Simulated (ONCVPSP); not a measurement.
## What one change does to a pseudopotential (tin (Sn), ONCV)

Sn, optimised norm-conserving Vanderbilt (ONCV), made with ONCVPSP 4.0.1 (PBE, scalar-relativistic). Core [Ar] 3d10, reference 4s2 4p6 4d10 5s2 5p1 (charge +1). Waves: 4s+5s: rc 1.45 bohr, ncon 5, nbas 8, qcut 7.5 1/bohr, 3 projectors, debl 1 Ha; 4p+5p: rc 1.60 bohr, ncon 3, nbas 6, qcut 8.1 1/bohr, 2 projectors; 4d: rc 1.65 bohr, ncon 4, nbas 9, qcut 9.1 1/bohr, 3 projectors, debl 3.6 Ha. Local part: polynomial inside 1.05 bohr (lpopt 4, dvloc0 6 Ha). Core correction: Teter function, fcfact 3, rcfact 1.1.

Change: s: qcut 5.6.

Cutoffs: the cutoffs (Ha) at which the residual kinetic energy of the hardest occupied pseudo-wave falls to 1 and 0.1 mHa per electron; they do not see the model core or the augmentation charge, which bear on the density cutoff. Errors are all-electron minus pseudo energies relative to the spin-unpolarised reference configuration.

Q: Predict the effect on cutoff, ghosts and configuration errors.

A: The potential gets harder (32 Ha and 74 Ha → 68 Ha and 88 Ha); the errors of the 4 common tests hardly move; neither file shows a bound ghost.

| quantity | base | changed |
| --- | --- | --- |
| cutoff, loose | 32 Ha | 68 Ha |
| cutoff, tight | 74 Ha | 88 Ha |
| loose cutoff by channel | s 28 Ha, p 23 Ha, d 32 Ha | s 68 Ha, p 23 Ha, d 32 Ha |
| bound ghosts | none | none |
| GHOST(+) flags under 300 eV | none | none |
| error for 4s2 4p6 4d10 5s2 5p2, meV [ΔE -6.87 eV] | +1.4 | +1.4 |
| error for 4s2 4p6 4d10 5s2 5p0, meV [ΔE 13.95 eV] | -3.2 | -3.2 |
| error for 4s2 4p6 4d10 5s1 5p0, meV [ΔE 44.92 eV] | -13 | -14 |
| error for 4s2 4p5 4d10 5s2 5p2, meV [ΔE 90.65 eV] | -149 | -146 |
| s: phases at 1.47 bohr within 0.05 rad from the reference energy up to (Ha; the scan ends near 5) | to the end of the scan | to the end of the scan |
| p: phases at 1.63 bohr within 0.05 rad from the reference energy up to (Ha; the scan ends near 5) | to the end of the scan | to the end of the scan |
| d: phases at 1.68 bohr within 0.05 rad from the reference energy up to (Ha; the scan ends near 5) | to the end of the scan | to the end of the scan |
| rms error of d²Exc/dni dnj with the model core, mHa | 0.68 | 0.84 |
